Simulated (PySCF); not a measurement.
# Xe⁺ (xenon, charge +1) across methods

[Kr] 4d10 5s2 5p4 5d1, one real determinant (an excited configuration). Calculation: PySCF 2.14, in aug-cc-pVTZ-DK3 (8s7p5d2f, 68 functions); scalar relativity by spin-free X2C-1e.

```json
{"method": "PBE", "E (hartree)": "-7444.87", "mean ε 5p α (eV)": "-19.632", "mean ε 5p β (eV)": "-18.101", "mean ε 5d α (eV)": "-6.368", "Σ⟨r²⟩ (bohr²)": "56.51", "⟨S²⟩": "3.753"}
{"method": "wB97X-V", "E (hartree)": "-7444.99", "mean ε 5p α (eV)": "-23.507", "mean ε 5p β (eV)": "-21.931", "mean ε 5d α (eV)": "-8.807", "Σ⟨r²⟩ (bohr²)": "56.36", "⟨S²⟩": "3.753"}
{"method": "r2SCAN", "E (hartree)": "-7445.28", "mean ε 5p α (eV)": "-20.172", "mean ε 5p β (eV)": "-18.462", "mean ε 5d α (eV)": "-6.450", "Σ⟨r²⟩ (bohr²)": "56.49", "⟨S²⟩": "3.756"}
{"method": "PBE0", "E (hartree)": "-7444.94", "mean ε 5p α (eV)": "-21.173", "mean ε 5p β (eV)": "-19.421", "mean ε 5d α (eV)": "-7.132", "Σ⟨r²⟩ (bohr²)": "56.37", "⟨S²⟩": "3.755"}
{"method": "M06", "E (hartree)": "-7445.45", "mean ε 5p α (eV)": "-20.817", "mean ε 5p β (eV)": "-19.122", "mean ε 5d α (eV)": "-6.883", "Σ⟨r²⟩ (bohr²)": "56.33", "⟨S²⟩": "3.752"}
{"method": "LDA", "E (hartree)": "-7438.56", "mean ε 5p α (eV)": "-19.772", "mean ε 5p β (eV)": "-18.311", "mean ε 5d α (eV)": "-6.294", "Σ⟨r²⟩ (bohr²)": "56.64", "⟨S²⟩": "3.752"}
{"method": "M06-L", "E (hartree)": "-7445.12", "mean ε 5p α (eV)": "-19.713", "mean ε 5p β (eV)": "-18.025", "mean ε 5d α (eV)": "-6.333", "Σ⟨r²⟩ (bohr²)": "56.43", "⟨S²⟩": "3.755"}
{"method": "UHF", "E (hartree)": "-7442.32775", "mean ε 5p α (eV)": "-24.921", "mean ε 5p β (eV)": "-22.358", "mean ε 5d α (eV)": "-9.016", "Σ⟨r²⟩ (bohr²)": "56.83", "⟨S²⟩": "3.763"}
{"method": "TPSS", "E (hartree)": "-7444.96", "mean ε 5p α (eV)": "-19.768", "mean ε 5p β (eV)": "-18.216", "mean ε 5d α (eV)": "-6.364", "Σ⟨r²⟩ (bohr²)": "56.43", "⟨S²⟩": "3.754"}
```

⟨L²⟩ = 8.02 against 12 for a pure F term, so this real determinant mixes terms. The outer electron is Rydberg-like, and this basis confines it to a smaller radius and binds it less than a complete one would.
